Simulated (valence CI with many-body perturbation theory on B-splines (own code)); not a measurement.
# E1 transitions of Al

Calculated by valence CI with perturbative core correlation (CI+MBPT): three valence electrons over a frozen Dirac-Fock core [Ne], a basis of 11 s, 11 p, 10 d, 8 f, 5 g, 2 h functions for each j, with the one-electron correlation potential Σ1 (screened to all orders), the two-electron term Σ2, the three-electron term Σ3, Breit, model QED; selected single and double excitations, second order for the rest, scaled by the run's own slope (own B-spline code, finite nucleus).

Set against measurement, 27 paired levels are off by 37 cm⁻¹ on average, the worst by 110. These come from a selection out of the NIST Handbook of Basic Atomic Spectroscopic Data. Levels without a partner in it may be off by more.

Lines 1 to 50 of 161 in falling wavelength, among levels below 5.645 eV, chosen from the strongest by gf and those to the six lowest levels. Wavelengths and rates use the calculated energies, so an error of 40 cm⁻¹ moves a line at 41390 Å by 1.7 % and its rate by three times that or more. Electric multipoles are in the length gauge, E1 and E2 with the static RPA response of the core. Weak lines are less certain than strong ones. Lines between different terms over intervals too small for the method are left out, as are lines whose strength nearly cancels. The highest levels of a list are the least certain.

Names give the largest LS component (configuration and term), which can be under half, so a name can repeat, a term be missing and a line seem to break the LS rules; names also repeat where a configuration has a term twice. Letters in brackets count levels of one name in rising energy.

```
λ vac (Å)  λ from measured levels           Upper              Lower   A (s⁻¹)  log gf  Branch %
    48690                           3s2 6d 2D_3/2     3s2 6p 2P°_3/2  8.47e+02   -2.92       0.0
    48650                           3s2 6d 2D_5/2     3s2 6p 2P°_3/2  5.59e+03   -1.92       0.0
    48620                           3s2 6d 2D_3/2     3s2 6p 2P°_1/2  4.59e+03   -2.19       0.0
    47030                           3s2 8s 2S_1/2     3s2 6p 2P°_3/2  2.36e+05   -0.81       3.6
    46970                           3s2 8s 2S_1/2     3s2 6p 2P°_1/2  1.19e+05   -1.11       1.8
    41390                   41920  3s2 4f 2F°_5/2  3s2 4d 2D_5/2 [a]  1.53e+05   -0.63       0.9
    41390                   41920  3s2 4f 2F°_7/2  3s2 4d 2D_5/2 [a]  2.29e+06    0.67      13.7
    41320                   41840  3s2 4f 2F°_5/2  3s2 4d 2D_3/2 [a]  2.14e+06    0.52      12.8
    39570                   39120   3s2 5g 2G_9/2     3s2 4f 2F°_7/2  4.35e+06    1.01     100.0
    39570                   39120   3s2 5g 2G_7/2     3s2 4f 2F°_7/2  1.55e+05   -0.54       3.6
    39570                   39120   3s2 5g 2G_7/2     3s2 4f 2F°_5/2  4.19e+06    0.90      96.4
    38820                   38720  3s2 5p 2P°_1/2      3s2 5s 2S_1/2  2.52e+06    0.06      63.2
    38720                   38630  3s2 5p 2P°_3/2      3s2 5s 2S_1/2  2.54e+06    0.36      62.9
    37600                          3s2 7p 2P°_3/2  3s2 4d 2D_5/2 [b]  2.14e+05   -0.74      16.4
    37570                          3s2 7p 2P°_1/2  3s2 4d 2D_3/2 [b]  2.37e+05   -1.00      18.4
    37550                          3s2 7p 2P°_3/2  3s2 4d 2D_3/2 [b]  2.39e+04   -1.69       1.8
    36000                          3s2 7p 2P°_1/2      3s2 6s 2S_1/2  1.26e+05   -1.31       9.8
    35980                          3s2 7p 2P°_3/2      3s2 6s 2S_1/2  1.27e+05   -1.00       9.8
    35080                   35120   3s2 5d 2D_3/2     3s2 4f 2F°_5/2  3.05e+03   -2.65       0.0
    35050                   35090   3s2 5d 2D_5/2     3s2 4f 2F°_7/2  3.11e+03   -2.46       0.0
    35050                   35090   3s2 5d 2D_5/2     3s2 4f 2F°_5/2  1.56e+02   -3.76       0.0
    33990                          3s2 6f 2F°_7/2  3s2 4d 2D_5/2 [b]  3.39e+05   -0.33       6.8
    33990                          3s2 6f 2F°_5/2  3s2 4d 2D_5/2 [b]  2.26e+04   -1.63       0.5
    33940                          3s2 6f 2F°_5/2  3s2 4d 2D_3/2 [b]  3.20e+05   -0.48       6.4
    25810                           3s2 6g 2G_9/2     3s2 4f 2F°_7/2  1.43e+06    0.16      56.7
    25810                           3s2 6g 2G_7/2     3s2 4f 2F°_7/2  5.12e+04   -1.39       2.0
    25810                           3s2 6g 2G_7/2     3s2 4f 2F°_5/2  1.38e+06    0.04      54.6
    25410                   25720   3s2 5d 2D_3/2     3s2 5p 2P°_3/2  3.47e+03   -2.87       0.0
    25390                   25700   3s2 5d 2D_5/2     3s2 5p 2P°_3/2  2.24e+04   -1.89       0.0
    25370                   25680   3s2 5d 2D_3/2     3s2 5p 2P°_1/2  1.85e+04   -2.15       0.0
    25270                   26160  3s2 4p 2P°_3/2      3s 3p2 4P_5/2  7.30e+01   -4.55       0.0
    24950                           3s2 7s 2S_1/2     3s2 5p 2P°_3/2  6.58e+05   -0.91       5.6
    24910                           3s2 7s 2S_1/2     3s2 5p 2P°_1/2  3.31e+05   -1.21       2.8
    24890                   25750  3s2 4p 2P°_1/2      3s 3p2 4P_3/2  1.36e+01   -5.60       0.0
    24790                   25650  3s2 4p 2P°_3/2      3s 3p2 4P_3/2  1.13e+00   -6.38       0.0
    24770                           3s2 6d 2D_3/2     3s2 4f 2F°_5/2  1.29e+02   -4.32       0.0
    24760                           3s2 6d 2D_5/2     3s2 4f 2F°_7/2  1.57e+02   -4.06       0.0
    24760                           3s2 6d 2D_5/2     3s2 4f 2F°_5/2  7.32e+00   -5.39       0.0
    24600                   25450  3s2 4p 2P°_1/2      3s 3p2 4P_1/2  3.09e+00   -6.25       0.0
    24500                   25350  3s2 4p 2P°_3/2      3s 3p2 4P_1/2  3.48e+00   -5.90       0.0
    22730                   22710  3s2 6p 2P°_3/2  3s2 4d 2D_5/2 [a]  1.11e+05   -1.46       6.0
    22720                   22700  3s2 6p 2P°_1/2  3s2 4d 2D_3/2 [a]  1.23e+05   -1.72       6.6
    22710                   22680  3s2 6p 2P°_3/2  3s2 4d 2D_3/2 [a]  1.25e+04   -2.41       0.7
    21210                   21170   3s2 5s 2S_1/2     3s2 4p 2P°_3/2  7.54e+06    0.01      15.2
    21140                   21100   3s2 5s 2S_1/2     3s2 4p 2P°_1/2  3.79e+06   -0.29       7.6
    20330                   20420  3s2 5f 2F°_7/2  3s2 4d 2D_5/2 [a]  2.35e+04   -1.93       0.3
    20330                   20420  3s2 5f 2F°_5/2  3s2 4d 2D_5/2 [a]  1.55e+03   -3.24       0.0
    20310                   20400  3s2 5f 2F°_5/2  3s2 4d 2D_3/2 [a]  2.09e+04   -2.11       0.2
    19520                           3s2 6d 2D_3/2     3s2 5p 2P°_3/2  7.49e+03   -2.77       0.0
    19520                           3s2 6d 2D_5/2     3s2 5p 2P°_3/2  4.30e+04   -1.83       0.1
```

Q: How does gf follow from A for the line at 25370 Å?

A: gf = 1.4992 × (2J+1)_upper × A / σ², with σ = 3941 cm⁻¹ and 2J+1 = 4: gf = 0.00713.
